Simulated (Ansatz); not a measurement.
`BB[SiH2]F` + NH₃ → `BBN` + `F[SiH3]` at 600 K and 1 bar (cleavage of the B–Si bond).

Isolated molecules relaxed with PBE0-D4/def2-TZVP in Ansatz; ΔE leaves out vibrations. CCSD(T)/CBS is the MP2 limit (def2-TZVPP, def2-QZVPP) plus CCSD(T) − MP2 in def2-TZVPP, frozen cores. This one scheme is used for every species. One conformer a species, not always the lowest.

| species | CCSD(T)/CBS energy (Eh) | H − E (kJ/mol) | S (J/(mol·K)) |
| --- | --- | --- | --- |
| `BB[SiH2]F` | -441.46272 | 191.6 | 413.6 |
| NH₃ | -56.50880 | 112.4 | 219.5 |
| `BBN` | -107.29684 | 199.5 | 336.8 |
| `F[SiH3]` | -390.72345 | 101.0 | 280.0 |

H − E and S are ideal-gas, rigid-rotor, harmonic terms from PBE0-D4/def2-TZVP, for one conformer and one mirror image of each species. 1 Eh = 2625.50 kJ/mol, R = 8.31446 J/(mol·K).

By hand: ΔE, ΔH, ΔS and ΔG.

ΔE = (-107.29684) + (-390.72345) − (-441.46272) − (-56.50880) = -0.04877 Eh = -128.0 kJ/mol. Δ(H − E) = 199.5 + 101.0 − 191.6 − 112.4 = -3.5, so ΔH = -131.5 kJ/mol. ΔS = 336.8 + 280.0 − 413.6 − 219.5 = -16.3 J/(mol·K). ΔG = -131.5 − 600 × (-16.3)/1000 = -121.7 kJ/mol.

By hand: the equilibrium constant, and the temperature at which ΔG would vanish if ΔH and ΔS stayed fixed.

log₁₀ K = −ΔG/(RT ln 10) = 10.6. ΔG = 0 at ΔH/ΔS = 8067 K, far beyond where these terms or the molecules hold.

ΔH outweighs TΔS. A doubt of 5 kJ/mol in ΔE shifts log₁₀ K by 0.4 here. Other conformers and mirror images would add mixing entropy, several J/(mol·K) or more a flexible species. These are equilibria of isolated gas molecules and say nothing of rates. Largest T1 diagnostic: 0.014 (customary marks: 0.02 for closed shells, 0.045 for open ones).
